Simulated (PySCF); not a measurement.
## Frontier orbitals and the lowest excitations

Compound: C2H13NOSi3.
Cartesian coordinates in Å at the PBE0-D3(BJ)/def2-SVP level; atoms count from 1:
```xyz
20
C2H13NOSi3 angstrom
C     -2.9169    0.8187   -0.3820
C     -1.7210   -0.1255   -0.2865
Si    -0.7589    0.0487    1.3119
O      0.5156   -1.0186    1.3754
Si     1.6219   -1.7740    0.3839
Si     2.7281   -0.1395   -0.9042
N      1.5669    1.1371   -1.1678
H     -2.6084    1.8739   -0.3048
H     -3.6493    0.6342    0.4203
H     -3.4487    0.7067   -1.3398
H     -2.0421   -1.1774   -0.3829
H     -1.0046    0.0617   -1.1055
H     -1.6287   -0.2077    2.4984
H     -0.2271    1.4487    1.4255
H      2.5561   -2.5634    1.2412
H      0.9116   -2.7309   -0.5261
H      3.0864   -0.6861   -2.2511
H      4.0175    0.2832   -0.2540
H      1.7017    1.7563   -1.9605
H      1.2471    1.6706   -0.3644
```

Method: TDDFT PBE0/def2-SVPD, vertical, gas phase, core orbitals frozen in the response (PySCF).

Frontier orbitals with the atoms that hold most of them (Löwdin shares over 4%, at most four atoms; ? is withheld):

| orbital | ε (eV) | atoms |
| --- | --- | --- |
| LUMO+2 | 0.54 | Si5 21%, Si6 18%, H16 11%, Si3 8% |
| LUMO+1 | 0.35 | Si6 16%, Si5 9%, Si3 9%, C1 8% |
| LUMO | -0.63 | ? |
| HOMO | ? | ? |
| HOMO-1 | -8.08 | C2 17%, O4 17%, N7 11%, Si3 11% |
| HOMO-2 | -8.12 | N7 20%, O4 17%, C2 11%, Si6 9% |
| HOMO-3 | -9.05 | Si3 17%, Si5 14%, H13 13%, H15 10% |

**Question.** Give the leading atoms of the LUMO.

**Answer.** Si5 (bonded to O, Si and 2 H) 23%; Si6 (bonded to N, Si and 2 H) 23%; O4 (bonded to 2 Si) 8%; Si3 (bonded to C, O and 2 H) 7%. By element: silicon 53%, oxygen 8%.

**Question.** Which atoms hold the HOMO, and with what shares?

**Answer.** N7 (bonded to Si and 2 H) 32%; Si6 (bonded to N, Si and 2 H) 20%; Si5 (bonded to O, Si and 2 H) 15%; H18 (bonded to Si) 10%. By element: silicon 35% or more, nitrogen 32%, hydrogen 10% or more.

**Question.** What is the HOMO energy, and the HOMO–LUMO gap?

**Answer.** ε(HOMO) = -7.19 eV; the gap is 6.56 eV (0.2412 hartree).

**Question.** How does S1 compare with the orbital gap of 6.56 eV?

**Answer.** S1 is at 5.27 eV (f = 0.0059), 1.29 eV below the gap, made of HOMO→LUMO (98%). Without the coupling terms of the response equations the lowest excitation would equal the gap.

Next come S2 at 6.18 eV (f 0.013), HOMO-2→LUMO (50%), HOMO-1→LUMO (26%), HOMO→LUMO+1 (19%); S3 at 6.36 eV (f 0.0039), HOMO-1→LUMO (66%), HOMO-2→LUMO (27%); S4 at 6.46 eV (f 0.024), HOMO→LUMO+1 (61%), HOMO-2→LUMO (19%), HOMO→LUMO+2 (13%); S5 at 6.70 eV (f 0.029), HOMO→LUMO+2 (68%), HOMO→LUMO+3 (14%), HOMO→LUMO+1 (12%).

Hardware: an Arm Neoverse N1 with one thread (shared host). Cost: 13 min, 1.1 GiB resident at most.

One conformer stands for the species.
